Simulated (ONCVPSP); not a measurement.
Al (Z = 13): from the effect back to the setting (ONCV)

Base potential:

| Property | Result |
| --- | --- |
| Element | Al |
| Generator | ONCVPSP 4.0.1 |
| Type | optimised norm-conserving Vanderbilt (ONCV) |
| Functional | PBE |
| Relativity | scalar-relativistic |
| Frozen core | [Ne] |
| Valence charge | 3 |
| Reference configuration | 3s2 3p1 |
| Partial waves | 3s: rc 1.95 bohr, ncon 4, nbas 7, qcut 4 1/bohr, 2 projectors, debl 0.4 Ha; 3p: rc 1.90 bohr, ncon 4, nbas 7, qcut 3.8 1/bohr, 2 projectors, debl 3.8 Ha |
| Local potential | polynomial inside 1.70 bohr (lpopt 5, dvloc0 1 Ha) |
| Core correction | Teter function, fcfact 2.75, rcfact 1.65 |

Cutoffs, loose and tight: the cutoffs (Ha) at which the residual kinetic energy of the hardest occupied pseudo-wave falls to 1 and 0.1 mHa per electron. They do not see the model core or the augmentation charge, which bear on the density cutoff. Test errors are all-electron minus pseudo excitation energies from the reference, over the configurations 3s2 3p0; 3s1 3p0; 3s2 3p0.5; 3s1 3p1; variants that change the core or the reference have their own tests.

Only the scale of all radii but the core radius (base = 1) is moved (1 further runs of the sweep failed or gave no value and are left out):

```json
{"scale of all radii but the core radius (base = 1)": "0.84", "cutoff, loose": "25 Ha", "cutoff, tight": "54 Ha", "bound ghosts": "s", "largest test error (meV)": "-66"}
{"scale of all radii but the core radius (base = 1)": "0.9", "cutoff, loose": "5.7 Ha", "cutoff, tight": "41 Ha", "bound ghosts": "none", "largest test error (meV)": "-61"}
{"scale of all radii but the core radius (base = 1)": "1.04", "cutoff, loose": "5.8 Ha", "cutoff, tight": "7.6 Ha", "bound ghosts": "none", "largest test error (meV)": "-60"}
{"scale of all radii but the core radius (base = 1)": "1.12", "cutoff, loose": "5.6 Ha", "cutoff, tight": "7.4 Ha", "bound ghosts": "none", "largest test error (meV)": "-60"}
{"scale of all radii but the core radius (base = 1)": "1.18", "cutoff, loose": "5.4 Ha", "cutoff, tight": "7.1 Ha", "bound ghosts": "none", "largest test error (meV)": "-61"}
{"scale of all radii but the core radius (base = 1)": "1.23", "cutoff, loose": "5.3 Ha", "cutoff, tight": "6.9 Ha", "bound ghosts": "none", "largest test error (meV)": "-61"}
{"scale of all radii but the core radius (base = 1)": "1.31", "cutoff, loose": "5.0 Ha", "cutoff, tight": "6.5 Ha", "bound ghosts": "none", "largest test error (meV)": "-64"}
```

Question: One more run gave cutoff, loose: 5.8 Ha; cutoff, tight: 8.0 Ha; bound ghosts: none; largest test error (meV): -60. Which value of the scale of all radii but the core radius (base = 1) was used?

Answer: 0.98. The tight cutoff moves one way along this sweep, from 54 Ha at 0.84 to 6.5 Ha at 1.31, which places the run between 0.9 and 1.04.
